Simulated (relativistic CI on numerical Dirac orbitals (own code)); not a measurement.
How well does a small relativistic CI reproduce Ni V?

Calculated at this level of theory: Dirac-Coulomb-Breit CI, KLI orbitals optimised for each configuration, QED by a radiative potential, valence Slater integrals scaled by 0.85, P86 correlation estimate, and configurations built on the next ion tied to the tabulated ionisation energy (semi-empirical) (own radial code, finite nucleus).

CI space (outside the closed core [Ne]): 3s²3p⁶3d⁶, 3s²3p⁶3d⁵4s, 3s²3p⁶3d⁵4p, 3s²3p⁶3d⁵4d, 3s²3p⁶3d⁵5s, 3s²3p⁶3d⁵4f, 3s²3p⁵3d⁷, 3s²3p⁶3d⁵5p, 3s²3p⁶3d⁴4s², 3s²3p⁶3d⁵5d, 3s²3p⁴3d⁸, 3s²3p⁶3d⁴4s4p, 3s²3p⁶3d⁵5f, 3s²3p⁶3d⁵5g, 3s3p⁶3d⁷, 3s²3p⁶3d⁴4p², 3s²3p⁶3d⁴4s4d, 3s²3p⁶3d⁴4p4d. Levels of other configurations are missing.

| Configuration | Term (tabulated) | J | Measured (cm⁻¹) | Computed | Error | Purity (%) |
| --- | --- | --- | --- | --- | --- | --- |
| 3s²3p⁶3d⁶ | 5D | 4 | 0.0 | 0 | 0 | 99 |
| 3s²3p⁶3d⁶ | 5D | 3 | 889.7 | 869 | -20 | 99 |
| 3s²3p⁶3d⁶ | 5D | 2 | 1489.9 | 1448 | -42 | 99 |
| 3s²3p⁶3d⁶ | 5D | 1 | 1871.5 | 1816 | -56 | 99 |
| 3s²3p⁶3d⁶ | 5D | 0 | 2057.6 | 1995 | -63 | 99 |
| 3s²3p⁶3d⁶ | 3P2 | 2 | 26153.0 | 23103 | -3050 | 99 |
| 3s²3p⁶3d⁶ | 3H | 6 | 27111.2 | 26417 | -695 | 99 |
| 3s²3p⁶3d⁶ | 3H | 5 | 27578.2 | 26849 | -729 | 96 |
| 3s²3p⁶3d⁶ | 3H | 4 | 27858.8 | 27383 | -476 | 76 |
| 3s²3p⁶3d⁶ | 3P2 | 1 | 28697.6 | 25602 | -3096 | 99 |
| 3s²3p⁶3d⁶ | 3F2 | 4 | 29123.7 | 26561 | -2563 | 72 |
| 3s²3p⁶3d⁶ | 3F2 | 3 | 29570.8 | 27296 | -2275 | 97 |
| 3s²3p⁶3d⁶ | 3P2 | 0 | 29640.0 | 26486 | -3154 | 97 |
| 3s²3p⁶3d⁶ | 3F2 | 2 | 29899.2 | 27606 | -2294 | 99 |
| 3s²3p⁶3d⁶ | 3G | 5 | 33256.5 | 31712 | -1544 | 96 |
| 3s²3p⁶3d⁶ | 3G | 4 | 34061.7 | 32458 | -1604 | 94 |
| 3s²3p⁶3d⁶ | 3G | 3 | 34416.4 | 32794 | -1623 | 97 |
| 3s²3p⁶3d⁶ | 1I | 6 | 41252.2 | 40105 | -1147 | 99 |
| 3s²3p⁶3d⁶ | 3D | 2 | 41626.9 | 38761 | -2866 | 96 |
| 3s²3p⁶3d⁶ | 3D | 1 | 41701.1 | 38860 | -2841 | 99 |
| 3s²3p⁶3d⁶ | 3D | 3 | 41920.2 | 39076 | -2844 | 99 |
| 3s²3p⁶3d⁶ | 1G2 | 4 | 42208.1 | 38927 | -3281 | 97 |
| 3s²3p⁶3d⁶ | 1S2 | 0 | 47699.7 | 42287 | -5413 | 97 |
| 3s²3p⁶3d⁶ | 1D2 | 2 | 48607.0 | 44822 | -3785 | 95 |
| 3s²3p⁶3d⁶ | 1F | 3 | 57924.1 | 54344 | -3580 | 98 |
| 3s²3p⁶3d⁶ | 3P1 | 0 | 66737.8 | 61730 | -5008 | 99 |
| 3s²3p⁶3d⁶ | 3P1 | 1 | 67547.9 | 62534 | -5014 | 99 |
| 3s²3p⁶3d⁶ | 3F1 | 2 | 68632.1 | 63899 | -4733 | 99 |
| 3s²3p⁶3d⁶ | 3F1 | 4 | 68718.7 | 64022 | -4696 | 99 |
| 3s²3p⁶3d⁶ | 3F1 | 3 | 68854.7 | 64146 | -4709 | 98 |
| 3s²3p⁶3d⁶ | 3P1 | 2 | 69156.1 | 64118 | -5038 | 99 |
| 3s²3p⁶3d⁶ | 1G1 | 4 | 77899.5 | 72974 | -4925 | 99 |
| 3s²3p⁶3d⁶ | 1D1 | 2 | 104420.5 | 97369 | -7052 | 99 |
| 3s²3p⁶3d⁵4s | 7S | 3 | 164525.9 | 170032 | 5506 | 100 |
| 3s²3p⁶3d⁵4s | 5S | 2 | 178019.8 | 182614 | 4595 | 99 |
| 3s²3p⁶3d⁵4s | 5G | 6 | 208046.4 | 211225 | 3178 | 100 |
| 3s²3p⁶3d⁵4s | 5G | 5 | 208131.0 | 211310 | 3179 | 100 |
| 3s²3p⁶3d⁵4s | 5G | 2 | 208151.5 | 211341 | 3189 | 99 |
| 3s²3p⁶3d⁵4s | 5G | 4 | 208163.7 | 211346 | 3182 | 100 |
| 3s²3p⁶3d⁵4s | 5G | 3 | 208164.6 | 211351 | 3186 | 99 |
| 3s²3p⁶3d⁵4s | 5P | 3 | 212095.8 | 217093 | 4998 | 88 |
| 3s²3p⁶3d⁵4s | 5P | 2 | 212253.4 | 217250 | 4997 | 90 |
| 3s²3p⁶3d⁵4s | 5P | 1 | 212455.7 | 217467 | 5012 | 95 |
| 3s²3p⁶3d⁵4s | 5D | 4 | 216189.9 | 220720 | 4530 | 99 |
| 3s²3p⁶3d⁵4s | 5D | 0 | 216305.7 | 220834 | 4528 | 98 |
| 3s²3p⁶3d⁵4s | 5D | 1 | 216434.7 | 220976 | 4542 | 93 |
| 3s²3p⁶3d⁵4s | 5D | 2 | 216590.5 | 221143 | 4552 | 89 |
| 3s²3p⁶3d⁵4s | 5D | 3 | 216596.0 | 221148 | 4552 | 89 |
| 3s²3p⁶3d⁵4s | 3G | 5 | 217048.7 | 219627 | 2578 | 99 |
| 3s²3p⁶3d⁵4s | 3G | 3 | 217101.0 | 219690 | 2589 | 99 |
| 3s²3p⁶3d⁵4s | 3G | 4 | 217129.1 | 219701 | 2572 | 99 |
| 3s²3p⁶3d⁵4s | 3P | 2 | 221087.6 | 225478 | 4391 | 87 |
| 3s²3p⁶3d⁵4s | 3P | 1 | 221429.0 | 225821 | 4392 | 91 |
| 3s²3p⁶3d⁵4s | 3D | 3 | 225200.7 | 229109 | 3908 | 98 |
| 3s²3p⁶3d⁵4s | 3D | 1 | 225545.1 | 229484 | 3939 | 92 |
| 3s²3p⁶3d⁵4s | 3D | 2 | 225616.5 | 229560 | 3943 | 88 |
| 3s²3p⁶3d⁵4s | 3I | 6 | 229408.8 | 230132 | 723 | 99 |
| 3s²3p⁶3d⁵4s | 3I | 5 | 229413.0 | 230141 | 728 | 99 |
| 3s²3p⁶3d⁵4s | 3I | 7 | 229440.6 | 230149 | 708 | 100 |
| 3s²3p⁶3d⁵4s | 3D † | 3 | 232545.9 | 236783 | 4237 | 57 |
| 3s²3p⁶3d⁵4s | 3D † | 1 | 232910.8 | 239028 | 6118 | 61 |
| 3s²3p⁶3d⁵4s | 1I | 6 | 233839.2 | 234286 | 446 | 98 |
| 3s²3p⁶3d⁵4s | 5F | 5 | 234082.1 | 237447 | 3365 | 97 |
| 3s²3p⁶3d⁵4s | 5F | 4 | 234125.4 | 237549 | 3423 | 96 |
| 3s²3p⁶3d⁵4s | 5F | 3 | 234275.2 | 237795 | 3520 | 77 |
| 3s²3p⁶3d⁵4s | 5F † | 2 | 234412.7 | 238042 | 3629 | 55 |
| 3s²3p⁶3d⁵4s | 5F † | 1 | 235116.5 | 236905 | 1789 | 61 |
| 3s²3p⁶3d⁵4s | 3F | 4 | 235420.6 | 239297 | 3876 | 97 |

Measured levels from Corliss and Sugar, J. Phys. Chem. Ref. Data 10, 197 (1981); pairs were made by configuration, J and term (by order where the table uses no LS term), so strongly mixed levels may be paired wrongly.

Mean error by configuration (cm⁻¹): 3s²3p⁶3d⁶ -2819; 3s²3p⁶3d⁵4s 3511. Over the excited levels the mean absolute error is 3159 cm⁻¹ (67 of the 69 excited levels that our extract of the source holds in range could be paired, and the others can miss by more), and the median relative error of those above 1,000 cm⁻¹ is 2.6 %. † marks terms whose computed intervals miss the measured ones by more than a factor of 2.5, or configurations far off the rest, from wrong mixing, a near crossing or a doubtful label or measurement; they are left out of the means.
